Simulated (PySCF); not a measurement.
WO2Cl2, SMILES [O]=[W](=[O])([Cl])[Cl], multiplicity 1. Geometry: B3LYP-D3(BJ)/def2-SVP. The multiplicity is an assumed one; other spin states were not compared. The isomer is the one that the SMILES or the coordinates give; other isomers of the formula were not compared. The def2 effective core potentials stand for the cores of W; spin–orbit coupling is left out.

These are B3LYP-D3(BJ)/def2-SVP run with PySCF 2.14.0 values and carry that method's errors.

Harmonic wavenumbers (cm⁻¹): 111, 158, 212, 225, 344, 416, 423, 1006, 1042. Rotational constants (GHz): 2.640, 1.581, 1.289; symmetry number 2.

### Question
Work out the zero-point energy and the ideal-gas rigid-rotor harmonic-oscillator thermochemistry at 298.15 K and 1 atm.

### Answer
ZPE = ½ Σ hcν = ½ × 3936 cm⁻¹ = 5.63 kcal/mol. H − E(el) = 10.15 kcal/mol. Entropy in cal/(mol K): translation 42.86, rotation 27.10, vibration 12.92, total 82.89. G − E(el) = -14.57 kcal/mol. Cp = 20.56 cal/(mol K). Modes under 150 cm⁻¹ make the vibrational entropy uncertain.
